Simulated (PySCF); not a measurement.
An unknown gives this computed stick spectrum. Theory: TDDFT CAM-B3LYP/def2-SVPD, vertical, gas phase, core orbitals frozen in the response (PySCF). Geometries: GFN2-xTB, one conformer each.

| state | ν̃ (cm⁻¹) | f | main configurations (H = HOMO, L = LUMO) |
| --- | --- | --- | --- |
| S1 | 48450 | 0.0003 | H-1→L (32%), H→L (24%), H-1→L+2 (10%) |
| S2 | 49170 | 0.0027 | H→L (68%), H-1→L (15%) |
| S3 | 51010 | 0.0038 | H-2→L (31%), H-1→L+3 (29%) |
| S4 | 51610 | 0.0001 | H-2→L+3 (60%), H-2→L+2 (11%), H-2→L+4 (10%) |
| S5 | 55810 | 0.0038 | H→L+4 (61%), H→L+2 (19%) |
| S6 | 58280 | 0.0035 | H-1→L+1 (73%), H→L+1 (9%) |
| S7 | 59000 | 0.021 | H-2→L+1 (71%), H-2→L (9%) |
| S8 | 59510 | 0.0094 | H→L+2 (28%), H→L+1 (23%), H-2→L+1 (11%) |

Orbital energies (eV): HOMO-3 -11.00, HOMO-2 -9.18, HOMO-1 -9.09, HOMO -8.66, LUMO 0.75, LUMO+1 1.21, LUMO+2 1.56.

Question: Which structure fits?
A. `CC#C[SiH2]N[SiH3]`
B. `NCCN[SiH2][SiH2]F`
C. `N[Si@H]1C=CC[SiH2]1`

Answer: A. Its S1, at 6.01 eV, is the highest among the candidates; the nearest of the others has S1 at 5.57 eV. S1 is HOMO-1→LUMO (32%), HOMO→LUMO (24%), HOMO-1→LUMO+2 (10%). Löwdin shares by element: HOMO nitrogen 53%, silicon 21%, hydrogen 6% or more (atoms not listed hold the other 20%); LUMO silicon 40%, carbon 17% or more (atoms not listed hold the other 43%). At the same level the other candidates give, for their lowest levels:
- `N[Si@H]1C=CC[SiH2]1`: 5.57 eV (f 0.011); 6.38 eV (f 0.083); 6.50 eV (f 0.037); 6.67 eV (f 0.025); 6.75 eV (f 0.041); T1 4.33 eV; HOMO -8.35, LUMO 0.61 eV
- `NCCN[SiH2][SiH2]F`: 5.25 eV (f 0.001); 6.12 eV (f 0.013); 6.40 eV (f 0.031); 6.53 eV (f 0.054); 6.71 eV (f 0.002); T1 4.99 eV; HOMO -8.25, LUMO -0.02 eV

The values belong to the conformer `[CH3:1][C:2]#[C:3][SiH2:4][NH:5][SiH3:6]`: C3–Si4–N5–Si6 177°.
Triplets come from the Tamm–Dancoff approximation.
